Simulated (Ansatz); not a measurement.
`C[Si@@H](O)O[Si@H](O)Cl` + `N[SiH](O)O` → `O[SiH](O)N[SiH](O)Cl` + `C[SiH](O)O`  (ligand exchange at the Si–O bond)

Program: Ansatz. Geometries: PBE0-D4/def2-TZVP. ΔE: electronic, gas phase. CCSD(T)/CBS adds triple-zeta CCSD(T) − MP2 to the extrapolated MP2 energy (def2 sets, frozen cores). This one scheme is used for every species. Functionals use def2-TZVPP. B3LYP here is the variant with VWN-RPA as its local correlation; programs differ in this. One conformer a species, not always the lowest.

```json
{"level": "PBE-D4", "ΔE (kcal/mol)": "11.1", "difference from CCSD(T)/CBS": "-1.5"}
{"level": "r2SCAN-D4", "ΔE (kcal/mol)": "12.6", "difference from CCSD(T)/CBS": "0.0"}
{"level": "PBE0-D4", "ΔE (kcal/mol)": "11.6", "difference from CCSD(T)/CBS": "-1.0"}
{"level": "B3LYP-D4", "ΔE (kcal/mol)": "12.7", "difference from CCSD(T)/CBS": "0.1"}
{"level": "ωB97X-V", "ΔE (kcal/mol)": "12.7", "difference from CCSD(T)/CBS": "0.1"}
{"level": "ωB97M-V", "ΔE (kcal/mol)": "12.5", "difference from CCSD(T)/CBS": "-0.1"}
{"level": "B2PLYP", "ΔE (kcal/mol)": "12.7", "difference from CCSD(T)/CBS": "0.1"}
{"level": "PBE", "ΔE (kcal/mol)": "11.1", "difference from CCSD(T)/CBS": "-1.5"}
{"level": "r2SCAN", "ΔE (kcal/mol)": "12.6", "difference from CCSD(T)/CBS": "0.0"}
{"level": "PBE0", "ΔE (kcal/mol)": "11.5", "difference from CCSD(T)/CBS": "-1.1"}
{"level": "B3LYP", "ΔE (kcal/mol)": "12.6", "difference from CCSD(T)/CBS": "0.0"}
{"level": "HF/def2-TZVPP", "ΔE (kcal/mol)": "14.8", "difference from CCSD(T)/CBS": "2.2"}
{"level": "MP2/def2-TZVPP", "ΔE (kcal/mol)": "12.3", "difference from CCSD(T)/CBS": "-0.3"}
{"level": "SCS-MP2/def2-TZVPP", "ΔE (kcal/mol)": "12.9", "difference from CCSD(T)/CBS": "0.3"}
{"level": "CCSD/def2-TZVPP", "ΔE (kcal/mol)": "12.9", "difference from CCSD(T)/CBS": "0.3"}
{"level": "CCSD(T)/def2-TZVPP", "ΔE (kcal/mol)": "12.5", "difference from CCSD(T)/CBS": "-0.1"}
{"level": "HF/def2-QZVPP", "ΔE (kcal/mol)": "15.1", "difference from CCSD(T)/CBS": "2.5"}
{"level": "MP2/def2-QZVPP", "ΔE (kcal/mol)": "12.5", "difference from CCSD(T)/CBS": "-0.1"}
{"level": "SCS-MP2/def2-QZVPP", "ΔE (kcal/mol)": "13.0", "difference from CCSD(T)/CBS": "0.4"}
{"level": "HF/CBS(def2)", "ΔE (kcal/mol)": "15.2", "difference from CCSD(T)/CBS": "2.6"}
{"level": "MP2/CBS(def2)", "ΔE (kcal/mol)": "12.4", "difference from CCSD(T)/CBS": "-0.2"}
{"level": "CCSD/CBS(def2)", "ΔE (kcal/mol)": "12.9", "difference from CCSD(T)/CBS": "0.3"}
{"level": "CCSD(T)/CBS", "ΔE (kcal/mol)": "12.6", "difference from CCSD(T)/CBS": "0"}
```

Largest T1 diagnostic among the species: 0.011.

In def2-TZVPP, CCSD(T) changes the Hartree–Fock value by −2.3 kcal/mol (the triples alone add −0.3 kcal/mol) and MP2 by −2.5 kcal/mol.
